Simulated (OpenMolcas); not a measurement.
A ladder of methods for C3H10OSi (trimethylsilanol)

C3H10OSi has 15 atoms, charge 0, and is taken as a singlet. As SMILES, `C[Si](C)(C)O`. The coordinates come from a PBE0-D4/def2-TZVP relaxation. This is one conformer, not always the lowest.

```xyz
15

C    -1.7599    0.1911    0.0715
Si    0.0899    0.2010   -0.2047
C     0.9599    0.3703    1.4423
C     0.6393   -1.3395   -1.0932
O     0.5162    1.4481   -1.2134
H    -2.0960    1.1060    0.5683
H    -2.0575   -0.6517    0.7020
H    -2.2967    0.1078   -0.8769
H     0.6646    1.2881    1.9593
H     2.0448    0.3934    1.3113
H     0.7182   -0.4687    2.1013
H     0.4051   -2.2344   -0.5106
H     1.7177   -1.3227   -1.2689
H     0.1422   -1.4270   -2.0624
H     0.3121    2.3381   -0.9259
```

Each level gives the vertical ionisation energy (to the doublet cation) (eV). The values are calculated.

```csv
level,kind,program,value (eV)
HF/6-31G* (spherical functions),Hartree–Fock,OpenMolcas,9.94
SVWN5/6-31G* (spherical functions),LDA,OpenMolcas,9.44
revPBE/6-31G* (spherical functions),GGA,OpenMolcas,9.29
M06-L/6-31G* (spherical functions),meta-GGA,OpenMolcas,9.59
TPSS/6-31G* (spherical functions),meta-GGA,OpenMolcas,9.40
M06-2X/6-31G* (spherical functions),hybrid meta-GGA,OpenMolcas,10.14
B3LYP/6-31G* (Cartesian functions),global hybrid,OpenMolcas,9.75
```

The values span 9.29 to 10.14 eV.
